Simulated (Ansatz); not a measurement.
Cost and result up the ladder for Cd4S5 (9 atoms). The state is a singlet with charge 0. Geometry: PBE-D4/def2-SVP.

Cartesian coordinates in Å:
```
Cd 0.558 -1.901 1.570
Cd 1.306 1.676 0.607
Cd -2.490 -2.065 1.048
Cd 1.737 -0.920 -0.902
S -2.091 1.235 0.059
S -0.519 -1.147 -1.962
S -0.790 1.243 1.766
S 3.255 0.979 -0.536
S -0.966 0.900 -1.651
```

Ansatz on 4 threads of Intel Xeon on a shared host. Times are rough, and most runs start from the orbitals of an earlier one. PBE0-D4/def2-TZVP serves as the yardstick here, not as an exact answer. Differences are given only for rows in sets of like size (and for xTB, whose basis is part of the method), since another set adds its own error. Binding counts from free atoms at the same level (Cd singlet, S triplet; other spins of the atoms weren't run), without zero-point energy or a counterpoise term.

In the def2 sets Cd takes a core potential; there is no spin–orbit coupling. Correlated methods freeze 25 core orbitals; core or outer-core shells of Cd are correlated, in sets that lack core-valence functions. The rows differ in basis, and correlated rows in double-zeta sets carry the largest basis error. Another isomer (singlet) lies 2.12 eV lower at PBE0-D4/def2-TZVP; other spin states weren't run for this one.

Correlated methods converge slowly with the basis, most of all in double-zeta sets.

| level | functions | wall time | binding energy per atom (eV) | difference from PBE0-D4/def2-TZVP (eV) |
| --- | --- | --- | --- | --- |
| PBE-D4/def2-SVP | 214 | 7 s | 1.92 | – |
| revPBE-D4/def2-TZVP | 345 | 13 s | 1.86 | 0.01 |
| PBE-D4/def2-TZVP (with forces) | 345 | 16 s | 1.95 | 0.10 |
| PBE0-D4/def2-SVP | 214 | 16 s | 1.81 | – |
| MP2/def2-SVP | 214 | 18 s | 1.55 | – |
| RPA@PBE/def2-SVP | 214 | 23 s | 1.33 | – |
| r2SCAN-D4/def2-TZVP | 345 | 28 s | 1.88 | 0.03 |
| BHLYP-D4/def2-TZVP | 345 | 38 s | 1.62 | -0.23 |
| PBE0-D4/def2-TZVP | 345 | 40 s | 1.85 | 0.00 |
| B2PLYP/def2-TZVP | 345 | 51 s | 1.63 | -0.22 |
